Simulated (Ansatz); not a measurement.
Ansatz (an electronic-structure program) input (CCSD(T)/def2-SVP):

Ansatz 0.2 input:
```yaml
crystal:
  periodic: [false, false, false]
  atoms:
    - {symbol: Zr, position_ang: [0.07446506, -0.07236813, -0.20282973]}
    - {symbol: O, position_ang: [-1.49230211, -1.09595981, 0.28799239]}
    - {symbol: F, position_ang: [-0.41547649, 1.70427544, -0.38944681]}
    - {symbol: F, position_ang: [1.41101142, -0.40845280, 1.03491903]}
basis:
  gaussian:
    orbitals: def2-SVP
total_charge: 1
magnetization: {spin_polarized: true, initial_magnetization: 1}
correlation: {method: ccsd_t, electrons: outside_noble_gas}
```

End of the output:

```
mean field: 0.24 GiB planned
mean field evaluation 1: about -8694.4596 eV, gradient 5.3e1 eV
mean field evaluation 2: about -8694.5381 eV, gradient 5.3e1 eV
mean field evaluation 4: about -8704.7752 eV, gradient 2.4e0 eV
mean field evaluation 8: about -8704.8693 eV, gradient 4.3e-1 eV
mean field evaluation 16: about -8704.8732 eV, gradient 2.5e-5 eV
mean field evaluation 32: about -8704.6428 eV, gradient 3.7e-1 eV
mean field evaluation 64: about -8704.8639 eV, gradient 9.6e-1 eV
mean field evaluation 96: about -8704.6473 eV, gradient 1.7e-6 eV
mean field evaluation 128: about -8704.6473 eV, gradient 3.8e-2 eV
mean field evaluation 160: about -8704.6473 eV, gradient 7.1e-4 eV
mean field evaluation 192: about -8704.1477 eV, gradient 5.3e-1 eV
mean field evaluation 224: about -8704.6473 eV, gradient 3.5e-3 eV
mean field evaluation 256: about -8696.8078 eV, gradient 1.5e-1 eV
mean field evaluation 288: about -8696.2791 eV, gradient 3.6e-1 eV
mean field evaluation 320: about -8696.5736 eV, gradient 1.0e0 eV
mean field evaluation 352: about -8704.0726 eV, gradient 9.5e-1 eV
mean field -8704.87316985 eV, -319.8981886170 hartree, gradient 2.0e-6 eV, S^2 0.762456; 11 other end points of the search recorded, 0 dependent functions left out
determinant -8704.87316985 eV, -319.8981886170 hartree, with singles and doubles -8721.67071552 eV, -320.5154870347 hartree
determinant -8704.64732261 eV, -319.8898888839 hartree, with singles and doubles -8721.39459038 eV, -320.5053396228 hartree
determinant -8704.13170944 eV, -319.8709404494 hartree, with singles and doubles -8721.00720920 eV, -320.4911036271 hartree
determinant -8704.87316985 eV, -319.8981886170 hartree, with singles and doubles -8721.67605367 eV, -320.5156832078 hartree
determinant -8704.64732261 eV, -319.8898888839 hartree, with singles and doubles -8721.39997400 eV, -320.5055374672 hartree
7 core orbitals not correlated
reference -8704.87316985 eV, -319.8981886170 hartree; 12, 11 occupied and 54, 55 virtual orbitals, 708 factors
second order -16.78979140 eV of doubles, -0.00000000 eV of singles
coupled cluster: 0.30 GiB planned
cycle   1  -16.80288597 eV  change   -2.2e-6 eV  update   4.2e-6
perturbative correction -0.49226875 eV, -0.0180905430 hartree
Total energy: -8722.16832457 eV, -320.5337738301 hartree
```

The spin state was set by rule; other spins were not relaxed.
